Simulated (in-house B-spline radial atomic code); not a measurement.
Ag XI (Ag10+): [Kr] 4d1

Computed with an all-electron radial atomic-structure program (B-spline basis): non-relativistic M06-2X, spin-polarised, spherical fractional occupations, exact exchange averaged over the configuration, point nucleus.

Effective charges: Z_r = [3n² - l(l+1)]/(2<r>) from the radius, Z_e = n√(-2ε) from the energy, and Slater's rules. Values are occupation-weighted means over spin.

| shell | electrons | ε (eV) | <r> (bohr) | Z_r | Z_e | Slater |
| --- | --- | --- | --- | --- | --- | --- |
| 1s | 2 | -24895 | 0.03241 | 46.28 | 42.78 | 46.70 |
| 2s | 2 | -3803.8 | 0.1406 | 42.67 | 33.44 | 42.85 |
| 2p | 6 | -3555.6 | 0.12 | 41.65 | 32.33 | 42.85 |
| 3s | 2 | -870.78 | 0.38 | 35.53 | 24.00 | 35.75 |
| 3p | 6 | -770.57 | 0.3709 | 33.70 | 22.58 | 35.75 |
| 3d | 10 | -583.28 | 0.3425 | 30.66 | 19.64 | 25.85 |
| 4s | 2 | -278.96 | 0.8811 | 27.24 | 18.11 | 19.25 |
| 4p | 6 | -242.52 | 0.9163 | 25.10 | 16.89 | 19.25 |
| 4d | 1 | -185.56 | 0.9986 | 21.03 | 14.77 | 11.00 |

The least bound orbital is 4d up at -185.6 eV, and it is also the most diffuse (<r> = 0.9986 bohr).
